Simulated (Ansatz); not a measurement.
`O[SiH2][BH][GeH3]` + `O[SiH3]` → `O[SiH2]BO[SiH3]` + GeH₄  (cleavage of the B–Ge bond)

Program: Ansatz. Geometries: PBE0-D4/def2-TZVP. ΔE: electronic, gas phase. CCSD(T)/CBS is the MP2 limit (def2-TZVPP, def2-QZVPP) plus CCSD(T) − MP2 in def2-TZVPP, frozen cores. Functionals use def2-TZVPP. B3LYP here is the variant with VWN-RPA as its local correlation; programs differ in this. For Ge outer-core shells are correlated without core-valence functions, which leaves a few kJ/mol of doubt a bond. Scalar relativity is left out up to krypton. Each species was taken in one conformer, which may not be the lowest.

`O[SiH2][BH][GeH3]`:

Cartesian coordinates in Å:
```
O 0.745 -0.372 2.094
Si -0.722 -0.661 1.387
B -0.777 -0.327 -0.584
Ge 0.704 0.691 -1.586
H 1.220 0.410 1.811
H -1.786 0.235 1.947
H -1.061 -2.061 1.752
H -1.716 -0.709 -1.221
H 1.638 1.481 -0.644
H 1.580 -0.356 -2.305
H 0.175 1.669 -2.650
```

`O[SiH3]`:

Z-matrix (Å, degrees):
```
Si
O 1 1.648
H 1 1.489 2 111.7
H 1 1.489 2 111.7 3 120.9
H 1 1.481 2 105.9 3 -119.6
H 2 0.957 1 117.9 3 -60.5
```

`O[SiH2]BO[SiH3]`:

Cartesian coordinates in Å:
```
O 2.682 1.844 -0.169
Si 1.987 0.341 -0.258
B -0.032 0.382 -0.018
O -0.682 -0.784 0.184
Si -2.287 -1.152 0.400
H 2.285 2.541 -0.691
H 2.294 -0.312 -1.570
H 2.652 -0.459 0.804
H -0.682 1.403 -0.065
H -2.687 -2.087 -0.678
H -3.100 0.090 0.341
H -2.430 -1.807 1.721
```

GeH₄:

Cartesian coordinates in Å:
```
Ge 0.000 0.000 0.000
H -0.347 -0.432 -1.431
H 1.389 0.651 0.015
H 0.002 -1.228 0.919
H -1.043 1.009 0.497
```

```tsv
level	ΔE (kJ/mol)
r2SCAN-D4	-133.0
B3LYP-D4	-140.7
ωB97X-V	-137.2
PBE	-128.9
PBE0	-130.4
HF/def2-QZVPP	-152.2
MP2/def2-QZVPP	-135.8
CCSD/CBS(def2)	-131.5
```

(1) What does CCSD(T)/CBS give? (Estimate.)

Largest T1 diagnostic among the species: 0.013.

## Answers

(1) Ansatz gave: -131.2 kJ/mol. The listed levels differ from it by -1.8, -9.5, -6.0, 2.3, 0.8, -21.0, -4.6, -0.3 kJ/mol.

In def2-TZVPP, CCSD(T) changes the Hartree–Fock value by +14.8 kJ/mol (the triples alone add +0.3 kJ/mol) and MP2 by +12.7 kJ/mol.
